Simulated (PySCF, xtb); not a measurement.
GaF, SMILES [Ga][F] (connectivity only; charge and spin as stated), neutral, multiplicity 1.

Harmonic wavenumbers (cm⁻¹) from GFN2-xTB (xtb) at its own minimum, in rising order: 413.

Question: What does B3LYP-D3(BJ)/def2-TZVPD (PySCF) give at its own minimum? (The exact figures need the calculation; the answer reports its results.)

Answer: 594. Paired by order, the mean absolute difference is 181 cm⁻¹ and the zero-point energies are 0.6 and 0.8 kcal/mol.
